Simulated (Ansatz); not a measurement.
Si₈H₈⁺, relaxed as a doublet with UKS PBE-D4/def2-SVP in Ansatz, starting from the GFN1-xTB geometry. Force threshold 0.03 eV/Å.

The structure comes from a short search, and lower isomers may exist.

Start:

```xyz
16

Si   -1.078    0.812    1.316
Si   -0.782   -1.255   -1.170
Si    1.285    0.620    1.716
Si    3.180   -0.468    0.772
Si    1.577   -1.410   -0.717
Si    1.892    1.103   -0.695
Si   -2.235   -1.172    0.707
Si   -0.498    1.162   -1.023
H     1.678    1.695    2.672
H    -3.616   -0.868    0.295
H     2.687    2.112   -1.439
H    -1.122   -1.958   -2.427
H     2.225   -2.097   -1.871
H    -1.668    1.868    2.168
H    -1.097    2.161   -1.931
H    -2.430   -2.307    1.624
```

```csv
step,energy (eV),largest force component (eV/Å),SCF passes
1,-63091.9830,0.783,23
2,-63092.1655,0.482,24
3,-63092.2215,0.113,22
4,-63092.2323,0.073,22
5,-63092.2393,0.206,28
6,-63092.2537,0.050,23
7 (rejected),-63092.2534,0.175,23
8,-63092.2564,0.026,23
9,-63092.2589,0.071,23
10 (rejected),-63092.2393,0.173,24
11,-63092.2598,0.030,23
13,-63092.2599,0.005,18
15,-63092.2604,0.038,23
17,-63092.2623,0.078,26
19,-63092.2708,0.316,27
21,-63092.3044,0.570,27
23 (rejected),-63092.3253,0.758,27
25,-63092.3984,0.210,26
27,-63092.4203,0.103,22
29,-63092.4361,0.298,22
31,-63092.4493,0.304,26
33,-63092.4594,0.268,22
35,-63092.4671,0.091,23
37 (rejected),-63092.4677,0.086,22
38,-63092.4688,0.017,23
```

Force components are those of the run's own axes.

End:

```tsv
atom	x (Å)	y (Å)	z (Å)
Si1	-1.179	0.985	1.217
Si2	-0.876	-1.126	-1.332
Si3	1.153	0.974	1.683
Si4	2.228	-0.983	1.080
Si5	1.483	-1.336	-1.088
Si6	1.792	1.027	-0.666
Si7	-1.939	-1.228	0.792
Si8	-0.594	1.233	-1.086
H9	1.861	1.838	2.685
H10	-3.425	-1.161	0.565
H11	3.016	1.776	-1.109
H12	-1.410	-1.836	-2.544
H13	2.413	-2.118	-1.968
H14	-1.949	1.961	2.061
H15	-1.017	2.317	-2.034
H16	-1.555	-2.322	1.745
```

By distances, no bond broke or formed. The bond that changes most is Si4–Si6, from 2.51 to 2.70 Å (atoms count from 1).

The force fell under the threshold at step 8, but the optimiser went on and released 0.212 eV more. No frequencies were taken in this run, so the end may be a saddle point.

Hardware: 4 threads of Arm Neoverse V1 on a shared host. Wall time 3.5 min.
